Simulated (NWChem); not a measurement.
All runs are NWChem calculations. System: sulfur tetrafluoride (F4S), charge 0, spin multiplicity 1, at a geometry optimised with PBE/def2-SVP. Level: CCSD(T)/6-31G* (spherical d), 9 core orbitals frozen.

The NWChem input:

```
start mol
memory heap 100 mb stack 700 mb global 1900 mb
geometry units angstroms nocenter noautoz
  F      0.000000     1.242396     0.639768
  S      0.000000     0.000000    -0.389411
  F      1.685546     0.000000    -0.293625
  F     -1.685546     0.000000    -0.293625
  F      0.000000    -1.242396     0.639768
  symmetry group C2v
end
basis spherical
  * library 6-31g*
end
scf
  rhf
  nopen 0
  maxiter 100
  thresh 1e-7
  semidirect memsize 60000000 filesize 0
end
ccsd
  freeze core 9
  maxiter 60
end
task ccsd(t) energy
```

Output (cleaned and shortened):

```
             Northwest Computational Chemistry Package (NWChem) 7.3.0
             --------------------------------------------------------

                                NWChem Input Module
                                -------------------

 Scaling coordinates for geometry "geometry" by  1.889725989
 (inverse scale =  0.529177249)

 Turning off AUTOSYM since
 SYMMETRY directive was detected!

                             Geometry "geometry" -> ""
                             -------------------------

 Output coordinates in angstroms (scale by  1.889725989 to convert to a.u.)

  No.       Tag          Charge          X              Y              Z
 ---- ---------------- ---------- -------------- -------------- --------------
    1 F                    9.0000     0.00000000     1.24239600     0.63976800
    2 S                   16.0000     0.00000000     0.00000000    -0.38941100
    3 F                    9.0000     1.68554600     0.00000000    -0.29362500
    4 F                    9.0000    -1.68554600     0.00000000    -0.29362500
    5 F                    9.0000     0.00000000    -1.24239600     0.63976800

 Effective nuclear repulsion energy (a.u.)     289.4903652699

            Nuclear Dipole moment (a.u.)
            ----------------------------
        X                 Y               Z
 ---------------- ---------------- ----------------
     0.0000000000     0.0000000000    -0.0000037795

      Symmetry information
      --------------------

 Group name             C2v
 Group number             16
 Group order               4
 No. of unique centers     3

      Symmetry unique atoms

     1    2    3


 Summary of "ao basis" -> "" (spherical)
 ------------------------------------------------------------------------------
       Tag                 Description            Shells   Functions and Types
 ---------------- ------------------------------  ------  ---------------------
 *                           6-31g*                   on all atoms

 Summary of "ao basis" -> "ao basis" (spherical)
 ------------------------------------------------------------------------------
       Tag                 Description            Shells   Functions and Types
 ---------------- ------------------------------  ------  ---------------------
 F                           6-31g*                  6       14   3s2p1d
 S                           6-31g*                  8       18   4s3p1d

                                 NWChem SCF Module
                                 -----------------

  ao basis        = "ao basis"
  functions       =    74
  atoms           =     5
  closed shells   =    26
  open shells     =     0
  charge          =   0.00
  wavefunction    = RHF
  use symmetry    = T
  symmetry adapt  = T

 Summary of "ao basis" -> "ao basis" (spherical)
 ------------------------------------------------------------------------------
       Tag                 Description            Shells   Functions and Types
 ---------------- ------------------------------  ------  ---------------------
 F                           6-31g*                  6       14   3s2p1d
 S                           6-31g*                  8       18   4s3p1d

      Symmetry analysis of basis
      --------------------------

        a1         29
        a2          9
        b1         18
        b2         18

 Forming initial guess at       0.0s

      Superposition of Atomic Density Guess
      -------------------------------------

 Sum of atomic energies:        -794.94500904
[...]
 total number of virtual orbitals        48
 number of virtuals per integral pass    48
 number of integral evaluations           1
 number of occupied per triples pass     17
 number of triples passes                 1

 commencing integral evaluation        1 at          80.52
  symmetry use  T
task         2 out of       528 done   0%  at       0.0 secs
task        28 out of       528 done   5%  at       0.2 secs
task        53 out of       528 done  10%  at       0.3 secs
task        80 out of       528 done  15%  at       0.5 secs
task       106 out of       528 done  20%  at       0.6 secs
task       132 out of       528 done  25%  at       0.6 secs
task       159 out of       528 done  30%  at       0.8 secs
task       185 out of       528 done  35%  at       0.9 secs
task       213 out of       528 done  40%  at       1.0 secs
task       239 out of       528 done  45%  at       1.0 secs
task       265 out of       528 done  50%  at       1.0 secs
task       291 out of       528 done  55%  at       1.1 secs
task       319 out of       528 done  60%  at       1.2 secs
task       353 out of       528 done  66%  at       1.2 secs
task       370 out of       528 done  70%  at       1.3 secs
task       396 out of       528 done  75%  at       1.4 secs
task       425 out of       528 done  80%  at       1.5 secs
task       453 out of       528 done  85%  at       1.5 secs
task       476 out of       528 done  90%  at       1.6 secs
task       502 out of       528 done  95%  at       1.7 secs
task       528 out of       528 done 100%  at       1.8 secs
 commencing triples evaluation - blocking       1
 ccsd(t): done        1 out of       48 progress:    2.1%
 ccsd(t): done        2 out of       48 progress:    4.2%
 ccsd(t): done        3 out of       48 progress:    6.2%
 ccsd(t): done        4 out of       48 progress:    8.3%
 ccsd(t): done        5 out of       48 progress:   10.4%
 ccsd(t): done        6 out of       48 progress:   12.5%
 ccsd(t): done        7 out of       48 progress:   14.6%
 ccsd(t): done        8 out of       48 progress:   16.7%
 ccsd(t): done        9 out of       48 progress:   18.8%
 ccsd(t): done       10 out of       48 progress:   20.8%
 ccsd(t): done       11 out of       48 progress:   22.9%
 ccsd(t): done       12 out of       48 progress:   25.0%
 ccsd(t): done       13 out of       48 progress:   27.1%
 ccsd(t): done       14 out of       48 progress:   29.2%
 ccsd(t): done       15 out of       48 progress:   31.2%
 ccsd(t): done       16 out of       48 progress:   33.3%
 ccsd(t): done       17 out of       48 progress:   35.4%
 ccsd(t): done       18 out of       48 progress:   37.5%
 ccsd(t): done       19 out of       48 progress:   39.6%
 ccsd(t): done       20 out of       48 progress:   41.7%
 ccsd(t): done       21 out of       48 progress:   43.8%
 ccsd(t): done       22 out of       48 progress:   45.8%
 ccsd(t): done       23 out of       48 progress:   47.9%
 ccsd(t): done       24 out of       48 progress:   50.0%
 ccsd(t): done       25 out of       48 progress:   52.1%
 ccsd(t): done       26 out of       48 progress:   54.2%
 ccsd(t): done       27 out of       48 progress:   56.2%
 ccsd(t): done       28 out of       48 progress:   58.3%
 ccsd(t): done       29 out of       48 progress:   60.4%
 ccsd(t): done       30 out of       48 progress:   62.5%
 ccsd(t): done       31 out of       48 progress:   64.6%
 ccsd(t): done       32 out of       48 progress:   66.7%
 ccsd(t): done       33 out of       48 progress:   68.8%
 ccsd(t): done       34 out of       48 progress:   70.8%
 ccsd(t): done       35 out of       48 progress:   72.9%
 ccsd(t): done       36 out of       48 progress:   75.0%
 ccsd(t): done       37 out of       48 progress:   77.1%
 ccsd(t): done       38 out of       48 progress:   79.2%
 ccsd(t): done       39 out of       48 progress:   81.2%
 ccsd(t): done       40 out of       48 progress:   83.3%
 ccsd(t): done       41 out of       48 progress:   85.4%
 ccsd(t): done       42 out of       48 progress:   87.5%
 ccsd(t): done       43 out of       48 progress:   89.6%
 ccsd(t): done       44 out of       48 progress:   91.7%
 ccsd(t): done       45 out of       48 progress:   93.8%
 ccsd(t): done       46 out of       48 progress:   95.8%
 ccsd(t): done       47 out of       48 progress:   97.9%
 ccsd(t): done       48 out of       48 progress:  100.0%
 Time for integral evaluation pass     1        1.84
 Time for triples evaluation pass      1       10.40

 pseudo-e(mp4)  -0.25572911695306E-01
 pseudo-e(mp5)   0.36621316807276E-02
        e(t)    -0.21910780014578E-01

 --------------
 CCSD(T) Energy
 --------------
 Reference energy:                    -795.124350269707975

 CCSD corr. energy:                     -0.857228051877609
 T(CCSD) corr. energy:                  -0.025572911695306
 Total CCSD+T(CCSD) energy:           -796.007151233280865

 CCSD corr. energy:                     -0.857228051877609
 (T) corr. energy:                      -0.021910780014578
 Total CCSD(T) energy:                -796.003489101600167

 routine      calls  cpu(0)   cpu-min  cpu-ave  cpu-max   i/o
 aoccsd          1     0.02     0.02     0.02     0.02    0.00
 iterdrv         1     0.04     0.04     0.04     0.04    0.00
 pampt          14     0.29     0.29     0.29     0.29    0.00
 t2pm           14     0.38     0.38     0.38     0.38    0.00
 sxy            14     0.77     0.77     0.77     0.77    0.00
 ints      3749592    41.30    41.30    41.30    41.30    0.00
 t2eri        7392    26.15    26.15    26.15    26.15    0.00
 idx2         7392     3.56     3.56     3.56     3.56    0.00
 idx34          14     0.36     0.36     0.36     0.36    0.00
 ht2pm          14     0.74     0.74     0.74     0.74    0.00
 itm            14     4.03     4.03     4.03     4.03    0.00
 pdiis          14     0.15     0.15     0.15     0.15    0.00
 triples         1     0.00     0.00     0.00     0.00    0.00
 rdtrpo          1     0.02     0.02     0.02     0.02    0.00
 trpmos          1     1.84     1.84     1.84     1.84    0.00
 trpdrv          1     1.32     1.32     1.32     1.32    0.00
 dovvv      249696     3.70     3.70     3.70     3.70    0.00
 doooo      249696     1.55     1.55     1.55     1.55    0.00
 tengy      235824     3.67     3.67     3.67     3.67    0.00
 Total                89.90    89.90    89.90    89.90    0.00

 Task  times  cpu:       93.6s     wall:       93.6s

 Total times  cpu:       93.6s     wall:       93.6s
```
